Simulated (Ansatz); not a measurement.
Born–Oppenheimer molecular dynamics of Cl₂H₄O₂W (9 atoms, charge 0, multiplicity 1). It starts from a relaxed structure.

Theory: RKS PBE0-D4/def2-SVP in Ansatz.

```
ensemble        : NVT, Nosé–Hoover chain
time step       : 1 fs
steps asked     : 150
set temperature : 1000 K
thermostat      : time constant 100 fs, chain length 3 (defaults)
seed            : 140521
```

Frames 2 fs apart, positions in Å, forces in eV/Å.

Velocities at 50 fs (Å/ps):

```
W 0.47 0.46 0.20
H -19.57 2.98 -8.28
O 7.67 -1.28 3.12
H -7.67 -14.71 -41.58
Cl -2.97 1.69 -0.66
Cl -1.04 0.89 1.56
O -2.32 -11.20 -1.96
H 6.03 48.85 -10.71
H -8.80 -13.10 -26.09
```

```xyz
9
Properties=species:S:1:pos:R:3:forces:R:3 time_fs=50 energy_less_start_eV=0.438 T=569
W 0.096 0.012 0.058 -0.17 1.94 -1.26
H -0.326 -0.390 1.689 -0.11 0.12 -0.23
O 1.834 0.260 -0.601 -0.40 -0.29 0.75
H 2.497 -0.293 -1.017 0.09 -0.30 -0.21
Cl 0.245 2.295 0.661 -0.13 -0.77 0.17
Cl -2.139 0.453 -0.430 0.63 -0.25 0.16
O 0.186 -1.881 0.207 0.09 -0.86 0.90
H -0.032 -2.312 1.067 0.40 0.52 -0.95
H -0.045 -0.571 -1.574 -0.40 -0.11 0.67
9
Properties=species:S:1:pos:R:3:forces:R:3 time_fs=52 energy_less_start_eV=0.522 T=493
W 0.097 0.013 0.058 -0.27 1.44 -2.16
H -0.367 -0.382 1.668 0.01 0.00 -0.12
O 1.849 0.257 -0.594 0.39 -1.30 -0.04
H 2.477 -0.322 -1.100 -0.96 0.68 0.67
Cl 0.239 2.298 0.660 -0.08 -0.86 0.16
Cl -2.140 0.455 -0.427 0.70 -0.26 0.17
O 0.182 -1.904 0.203 0.88 1.29 -2.40
H -0.017 -2.213 1.045 -0.46 -1.15 2.55
H -0.069 -0.598 -1.611 -0.21 0.16 1.19
9
Properties=species:S:1:pos:R:3:forces:R:3 time_fs=54 energy_less_start_eV=0.482 T=531
W 0.098 0.014 0.058 -0.29 1.13 -2.53
H -0.408 -0.374 1.643 0.06 -0.07 0.06
O 1.865 0.251 -0.587 -0.07 -1.22 -0.02
H 2.423 -0.329 -1.159 -0.69 0.56 0.66
Cl 0.233 2.300 0.659 -0.04 -0.89 0.14
Cl -2.142 0.457 -0.424 0.72 -0.26 0.16
O 0.180 -1.924 0.195 0.36 1.01 -0.13
H -0.015 -2.151 1.102 0.03 -0.54 0.41
H -0.102 -0.619 -1.603 -0.08 0.27 1.25
9
Properties=species:S:1:pos:R:3:forces:R:3 time_fs=56 energy_less_start_eV=0.544 T=477
W 0.099 0.016 0.057 -0.25 0.96 -2.24
H -0.446 -0.369 1.620 0.07 -0.10 0.19
O 1.881 0.242 -0.580 -1.24 -0.24 0.98
H 2.345 -0.317 -1.198 0.35 -0.45 -0.39
Cl 0.227 2.301 0.658 0.00 -0.88 0.13
Cl -2.142 0.458 -0.420 0.71 -0.24 0.13
O 0.178 -1.942 0.186 -0.19 0.88 2.78
H -0.012 -2.110 1.176 0.57 -0.13 -2.44
H -0.138 -0.630 -1.548 -0.04 0.20 0.86
9
Properties=species:S:1:pos:R:3:forces:R:3 time_fs=58 energy_less_start_eV=0.519 T=505
W 0.100 0.018 0.056 -0.16 0.99 -1.29
H -0.482 -0.367 1.604 0.14 -0.14 0.22
O 1.894 0.232 -0.571 -1.34 -0.27 0.95
H 2.277 -0.319 -1.248 0.41 -0.45 -0.44
Cl 0.221 2.301 0.657 0.03 -0.83 0.10
Cl -2.141 0.458 -0.416 0.68 -0.23 0.08
O 0.176 -1.958 0.183 -0.03 1.43 2.14
H 0.011 -2.076 1.166 0.38 -0.44 -1.73
H -0.176 -0.634 -1.461 -0.10 -0.07 -0.03
9
Properties=species:S:1:pos:R:3:forces:R:3 time_fs=60 energy_less_start_eV=0.619 T=403
W 0.100 0.020 0.055 -0.06 1.09 -0.01
H -0.513 -0.371 1.596 0.28 -0.14 0.13
O 1.904 0.221 -0.559 -0.80 -1.26 -0.43
H 2.223 -0.335 -1.312 -0.15 0.55 0.86
Cl 0.214 2.300 0.657 0.03 -0.76 0.08
Cl -2.140 0.459 -0.412 0.63 -0.20 0.04
O 0.174 -1.970 0.185 0.55 2.17 -1.83
H 0.048 -2.059 1.098 -0.24 -0.99 2.31
H -0.218 -0.642 -1.375 -0.24 -0.46 -1.13
9
Properties=species:S:1:pos:R:3:forces:R:3 time_fs=62 energy_less_start_eV=0.661 T=361
W 0.101 0.022 0.053 -0.11 0.69 0.61
H -0.533 -0.379 1.592 0.41 -0.01 0.00
O 1.912 0.207 -0.549 -0.86 -1.34 -0.75
H 2.165 -0.333 -1.346 -0.08 0.68 1.10
Cl 0.208 2.299 0.656 0.04 -0.68 0.06
Cl -2.138 0.459 -0.408 0.53 -0.15 0.02
O 0.173 -1.978 0.183 0.41 2.22 -1.37
H 0.077 -2.078 1.106 -0.12 -0.90 1.82
H -0.270 -0.666 -1.331 -0.23 -0.52 -1.50
9
Properties=species:S:1:pos:R:3:forces:R:3 time_fs=64 energy_less_start_eV=0.627 T=403
W 0.102 0.025 0.052 -0.47 -0.27 0.08
H -0.537 -0.388 1.589 0.47 0.15 -0.08
O 1.918 0.191 -0.539 -1.30 -0.41 0.49
H 2.104 -0.308 -1.342 0.42 -0.18 -0.23
Cl 0.202 2.296 0.656 0.06 -0.62 0.06
Cl -2.135 0.460 -0.405 0.39 -0.07 0.05
O 0.174 -1.980 0.178 0.08 1.63 2.46
H 0.103 -2.130 1.177 0.23 -0.19 -2.05
H -0.329 -0.709 -1.341 0.12 -0.04 -0.77
9
Properties=species:S:1:pos:R:3:forces:R:3 time_fs=66 energy_less_start_eV=0.651 T=386
W 0.102 0.027 0.051 -0.86 -1.16 -0.82
H -0.524 -0.391 1.582 0.47 0.21 -0.03
O 1.921 0.172 -0.529 -1.40 0.10 1.19
H 2.058 -0.288 -1.346 0.60 -0.60 -1.03
Cl 0.196 2.293 0.655 0.09 -0.58 0.08
Cl -2.132 0.460 -0.401 0.24 0.01 0.08
O 0.174 -1.978 0.178 0.13 1.34 2.78
H 0.137 -2.192 1.178 0.17 0.16 -2.40
H -0.384 -0.753 -1.380 0.56 0.52 0.16
9
Properties=species:S:1:pos:R:3:forces:R:3 time_fs=68 energy_less_start_eV=0.582 T=461
W 0.103 0.029 0.049 -0.99 -1.68 -1.44
H -0.492 -0.387 1.575 0.39 0.16 0.15
O 1.920 0.154 -0.516 -1.05 -0.57 -0.32
H 2.034 -0.288 -1.383 0.36 0.18 0.41
Cl 0.189 2.290 0.655 0.11 -0.52 0.09
Cl -2.129 0.460 -0.396 0.11 0.07 0.11
O 0.175 -1.972 0.185 0.22 1.95 -0.41
H 0.177 -2.249 1.095 0.04 -0.41 0.74
H -0.418 -0.779 -1.415 0.81 0.82 0.66
9
Properties=species:S:1:pos:R:3:forces:R:3 time_fs=70 energy_less_start_eV=0.610 T=447
W 0.103 0.031 0.047 -0.83 -1.85 -1.49
H -0.446 -0.376 1.573 0.23 0.10 0.35
O 1.917 0.135 -0.503 -0.78 -0.79 -1.24
H 2.023 -0.282 -1.406 0.25 0.53 1.23
Cl 0.183 2.285 0.655 0.14 -0.45 0.10
Cl -2.125 0.460 -0.392 -0.03 0.10 0.11
O 0.176 -1.962 0.191 0.10 2.50 -2.21
H 0.219 -2.324 1.039 0.11 -0.96 2.43
H -0.421 -0.774 -1.425 0.81 0.81 0.73
9
Properties=species:S:1:pos:R:3:forces:R:3 time_fs=72 energy_less_start_eV=0.484 T=584
W 0.103 0.033 0.045 -0.48 -1.61 -0.81
H -0.390 -0.362 1.584 0.03 0.06 0.40
O 1.913 0.113 -0.494 -0.72 -0.17 -0.38
H 2.023 -0.258 -1.387 0.43 0.04 0.20
Cl 0.177 2.280 0.654 0.18 -0.33 0.10
Cl -2.122 0.461 -0.387 -0.16 0.09 0.07
O 0.178 -1.946 0.193 0.32 0.46 1.17
H 0.265 -2.428 1.059 -0.16 0.94 -1.12
H -0.395 -0.738 -1.409 0.56 0.50 0.36
```

Of the whole run (150 fs, mean temperature of the second half 690 K): The conserved energy stayed within 2.4 meV per atom of its start (net change 2 meV per atom), so the integration is sound. The mean temperature of the second half is 31 % below the set value. A run of 0.15 ps of so small a system gives no equilibrium averages.

Time of the run: 11 min on 2 threads of Arm Neoverse V2, with other jobs on the host, peak memory 0.29 GiB.
